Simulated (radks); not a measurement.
Q: The mean radii <r> (bohr) of the occupied orbitals of an atom or ion are listed with their occupations. All-electron calculation, Dirac Kohn-Sham, LDA (Slater exchange, Perdew-Wang correlation), spin-unpolarised, spherical densities, finite nucleus; Fermi nuclear charge, rms radius of each element as measured or else 0.836 A^(1/3) + 0.57 fm. Program: a radial shooting solver on a logarithmic mesh with Libxc functionals.

| orbital | occ. | <r> |
|---|---|---|
| 1s1/2 | 2 | 0.02113 |
| 2s1/2 | 2 | 0.08928 |
| 2p1/2 | 2 | 0.07440 |
| 2p3/2 | 4 | 0.08145 |
| 3s1/2 | 2 | 0.2344 |
| 3p1/2 | 2 | 0.2239 |
| 3p3/2 | 4 | 0.2373 |
| 3d3/2 | 4 | 0.2097 |
| 3d5/2 | 6 | 0.2139 |
| 4s1/2 | 2 | 0.5304 |
| 4p1/2 | 2 | 0.5407 |
| 4p3/2 | 4 | 0.5717 |
| 4d3/2 | 4 | 0.6043 |
| 4d5/2 | 6 | 0.6153 |
| 5s1/2 | 2 | 1.286 |
| 5p1/2 | 1.66667 | 1.434 |
| 5p3/2 | 3.33333 | 1.527 |
| 4f5/2 | 4.28571 | 0.8338 |
| 4f7/2 | 5.71429 | 0.8480 |
| 5f5/2 | 0.428571 | 5.669 |
| 5f7/2 | 0.571429 | 5.685 |

Name the element and its charge. Open shells, if any, are shared by 2j + 1.

A: Z = 66, dysprosium, charge +2: Dy2+ in [Kr] 4d10 4f10 5s2 5p5 5f1. The 1s radius gives Z: for a bare nucleus <r> = (2 gamma + 1)/(2Z) with gamma = sqrt(1 - (Z/c)^2), 0.02085 bohr for Z = 66, and screening makes it slightly larger (0.02113 here). The occupations add up to 64, and the charge is Z minus that.
